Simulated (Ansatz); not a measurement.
Consider the redistribution: `[CH3][AlH][SiH2][SbH2]` + `[NH2][GeH3]` → `N[SiH2][SbH2]` + `[CH3][AlH][GeH3]`.

Calculated with Ansatz (gas phase, PBE0-D4/def2-TZVP geometries, no zero-point term in ΔE). CCSD(T)/CBS adds triple-zeta CCSD(T) − MP2 to the extrapolated MP2 energy (def2 sets, frozen cores). Functionals use def2-TZVPP. def2 core potentials past Kr. For Ge, Sb outer-core shells are correlated without core-valence functions, which leaves a few kJ/mol of doubt a bond. Scalar relativity is left out up to krypton. Each species was taken in one conformer, which may not be the lowest.

CCSD(T)/CBS gives -41.8 kJ/mol.

Problem. Another level gave -43.5 kJ/mol. Which?
A. PBE-D4/def2-TZVPP
B. r2SCAN0/def2-TZVPP
C. CAM-B3LYP/def2-TZVPP
D. CAM-B3LYP-D4/def2-TZVPP

Solution. B. r2SCAN0 -43.5, CAM-B3LYP-D4 -54.8, CAM-B3LYP -59.1, PBE-D4 -30.5 kJ/mol.

Largest T1 diagnostic among the species: 0.014.

From BLYP to BHLYP (50 % exact exchange), in def2-TZVPP and without D4, ΔE moves by −6.7 kJ/mol. At CCSD(T), def2-SVP lies +7.4 kJ/mol from the extrapolated value and def2-TZVPP +2.6 kJ/mol. In def2-TZVPP, CCSD(T) changes the Hartree–Fock value by +31.5 kJ/mol (the triples alone add +7.0 kJ/mol) and MP2 by +31.5 kJ/mol.
